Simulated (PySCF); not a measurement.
Molecule: `COC(=O)/C=C/F`, C4H5FO2.

Geometry (Å), atoms numbered from 1 in this order:
```xyz
12

C     2.2904   -0.0034   -0.1256
O     0.9814   -0.4627   -0.4306
C    -0.0246    0.1668    0.1875
O     0.1252    1.0762    0.9640
C    -1.3216   -0.4084   -0.2167
C    -2.4515    0.0707    0.2837
F    -3.6410   -0.4199   -0.0514
H     2.3953    1.0491   -0.3964
H     2.9703   -0.6192   -0.7084
H     2.4912   -0.1125    0.9421
H    -1.3010   -1.2222   -0.9233
H    -2.5130    0.8847    0.9931
```

Frames of a GFN2-xTB Langevin trajectory at 300 K; GIAO PBE0/pcSseg-1 shieldings in PySCF 2.14, gas phase, non-relativistic; equivalent atoms averaged within each frame.

Chemical shifts δ = σref − σ; TMS for $^{13}$C (σ = 186.93 ppm), $^{1}$H (σ = 31.72 ppm); $^{17}$O (σ = 336.08 ppm) against H2O; CFCl3 for $^{19}$F (σ = 170.95 ppm), all at this level. The references are static minima.

**Question.** How do the shifts (ppm) fluctuate along the trajectory?

**Answer.** 
| time (fs) | C6 | C3 | C5 | C1 | O4 | O2 | F7 | H12 | H11 | H8/H9/H10 |
| --- | --- | --- | --- | --- | --- | --- | --- | --- | --- | --- |
| 250 | 176.0 | 168.6 | 107.2 | 61.3 | 403.8 | 195.1 | -104.5 | 8.76 | 5.51 | 4.54 |
| 425 | 171.3 | 173.6 | 110.1 | 56.0 | 443.8 | 209.8 | -85.3 | 7.01 | 5.44 | 4.69 |
| 625 | 177.7 | 169.0 | 115.1 | 59.9 | 408.7 | 196.4 | -88.2 | 8.42 | 6.65 | 4.76 |
| 800 | 176.9 | 176.3 | 114.8 | 56.8 | 442.0 | 210.1 | -96.8 | 8.35 | 5.78 | 4.57 |
| 1000 | 180.9 | 178.6 | 122.9 | 56.1 | 426.6 | 207.5 | -97.9 | 8.51 | 6.00 | 4.32 |
| mean of frames | 176.6 | 173.2 | 114.0 | 58.0 | 425.0 | 203.8 | -94.6 | 8.21 | 5.88 | 4.58 |
| standard deviation | 3.5 | 4.4 | 6.0 | 2.4 | 18.4 | 7.4 | 7.8 | 0.69 | 0.49 | 0.17 |

5 frames give an uncertainty of the mean of about the standard deviation over 2.2 at best, since frames this close in time may not be independent; classical motion lacks zero-point vibration, and the reference would need the same averaging.
